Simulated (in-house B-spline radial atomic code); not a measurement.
Atomic self-consistent-field run: the dysprosium ion Dy⁵⁺ (an excited or competing configuration). Level of theory: scalar-relativistic (X2C) TPSSh, spin-polarised, spherical fractional occupations, exact exchange averaged over the configuration, Fermi nucleus of rms radius 5.2218 fm; calculated with a radial B-spline atomic code at the basis-set limit.

Command:
```bash
python run_scf.py task.json out
```
Settings (nuclear radius in fm, mass in u):
```
Z                66
configuration    [Kr] 4d9 4f8 5s2 5p5 6s1
hamiltonian      x2c
method           tpssh
spin_polarised   True
nucleus          fermi
rms_radius       5.2218
atomic_mass      163.92918
speed_of_light   137.035999084
exact_exchange   averaged over the configuration
```

Output (hartree, bohr):
```
 radial grid: 70 intervals, B-splines of order 8, outer radius 33.6842 bohr

 iter        energy (Eh)    residual
    1      -12143.945104    1.13e-01
    2      -12143.950231    2.19e-03
    3      -12143.950259    7.04e-04
    4      -12143.950260    3.15e-04
    5      -12143.950260    5.44e-05
    6      -12143.950260    6.88e-06
    7      -12143.950260    4.71e-06
    8      -12143.950260    4.59e-07

 total energy                    -12143.95026
 kinetic                           13328.5270
 electron-nucleus                 -29768.6717
 Hartree                            4559.5934
 exact exchange                      -25.8168
 exchange-correlation               -237.5821

 orbital      occ     eigenvalue          <r>       <r^2>       <1/r>       r_max
 1s up      1.000     -1973.1181    0.0203787 0.000576278     80.3319      0.0125
 1s down    1.000     -1973.1123    0.0203787 0.000576277     80.3319      0.0125
 2s up      1.000      -331.8435    0.0890398  0.00942753     18.5881     0.07585
 2s down    1.000      -331.8169    0.0890358  0.00942668     18.5892     0.07585
 2p up      3.000      -295.3266    0.0789904  0.00763429      16.254     0.06119
 2p down    3.000      -295.3022     0.078986  0.00763338     16.2547     0.06119
 3s up      1.000       -76.7780     0.233954    0.062692     6.68391      0.2154
 3s down    1.000       -76.6696     0.233718   0.0625593     6.69166      0.2153
 3p up      3.000       -65.4788     0.232758   0.0629003     6.04279      0.2114
 3p down    3.000       -65.3604     0.232466    0.062734     6.05037      0.2113
 3d up      5.000       -50.6602     0.212181     0.05289     5.66933       0.173
 3d down    5.000       -50.5431     0.211865   0.0527142     5.67581      0.1729
 4s up      1.000       -18.0031     0.527254    0.313722     2.77579      0.4936
 4s down    1.000       -17.6833     0.527575    0.314102     2.77197      0.4934
 4p up      3.000       -14.2350      0.55654    0.352097     2.50224      0.5143
 4p down    3.000       -13.9090     0.557194    0.352977     2.49749       0.514
 4d up      5.000        -9.0162     0.599399    0.415686     2.20896      0.5317
 4d down    4.000        -8.6864     0.601105    0.418369     2.20254      0.5314
 4f up      7.000        -3.2911     0.709906    0.618309     1.75603      0.5194
 4f down    1.000        -3.0023     0.726225    0.652649     1.73101      0.5207
 5s up      1.000        -4.5039       1.2012     1.61223     1.12599       1.108
 5s down    1.000        -4.3283      1.21669     1.65327     1.10646       1.119
 5p up      3.000        -3.4579      1.34607     2.03224    0.979808       1.225
 5p down    2.000        -3.3174      1.36485     2.08783    0.961988        1.24
 6s up      1.000        -1.7169      2.53266     7.10962    0.517071        2.42
```

Cost of the run: 0.77 s on 1 thread of Arm Neoverse N1, on a shared host.

One-electron X2C: radii and densities carry no picture-change correction, so inner-shell <1/r> comes out high (for 1s by about 2 % at Z = 33, 5 % at 54, 10 % at 75, 30 % at 118) and <r> low.
